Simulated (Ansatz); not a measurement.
```yaml
crystal:
  periodic: [false, false, false]
  atoms:
    - {symbol: Cu, position_ang: [0.086778, 0.099117, -0.149249]}
    - {symbol: I, position_ang: [-0.459996, -0.685348, 2.310578]}
    - {symbol: I, position_ang: [0.527617, 0.722298, -1.927411]}
basis:
  gaussian: {orbitals: def2-SVP, final_grid: {core_spheres: 5, valence_spheres: 4, degree: 11}}
total_charge: -1
hamiltonian: {xc: {name: PBE0-DH}}
output: {forces: true}
```

```sh
$ ansatz run in.yaml --threads 4 --pin off --events-out ev --progress --plain --max-ram 3916MiB
```

Shortened log:

```
Functional definition: PBE0-DH
1016 factors; integrals over basis functions are off by at most 5.5e-4 eV
mean field evaluation 1: about -60821.8412 eV, gradient 2.3e1 eV
mean field evaluation 2: about -60822.0535 eV, gradient 2.2e1 eV
mean field evaluation 4: about -60822.9557 eV, gradient 2.4e0 eV
mean field evaluation 8: about -60822.9695 eV, gradient 3.4e-2 eV
mean field evaluation 16: about -60822.9695 eV, gradient 9.4e-6 eV
mean field -60822.96952845 eV, -2235.2029028809 hartree, gradient 2.6e-6 eV, S^2 0.000000; 0 other end points of the search recorded, 0 dependent functions left out
13 core orbitals not correlated: weight in the atoms' cores, before any rotation towards them, 1.000 or more for the frozen orbitals, at most 0.000 for the correlated occupied ones
reference -60822.96954516 eV, -2235.2029034952 hartree; 27, 27 occupied and 43, 43 virtual orbitals, 1016 factors
second order -21.31093354 eV of doubles, -0.00000000 eV of singles
Total energy: -60825.63341185 eV, -2235.3007987905 hartree
Atom 0 at     0.086778     0.099117    -0.149249 Å, force    -3.416321    -4.835024    13.904155 eV/Å
Atom 1 at    -0.459996    -0.685348     2.310578 Å, force     0.125248     0.181029    -0.592866 eV/Å
Atom 2 at     0.527617     0.722298    -1.927411 Å, force     3.291073     4.653996   -13.311288 eV/Å
Dipole moment:     0.062817     0.091294    -0.308394 e Å
```

Hardware: 4 threads of Arm Neoverse N1 on a shared host. Wall time 3.3 s.

In the def2 sets I takes a core potential; there is no spin–orbit coupling. Correlated methods freeze 13 core orbitals; core or outer-core shells of I are correlated, in sets that lack core-valence functions. The highest occupied level of an anion often lies above zero with these methods, and sets without diffuse functions describe the outer electron poorly.

The dipole of an ion depends on the origin.
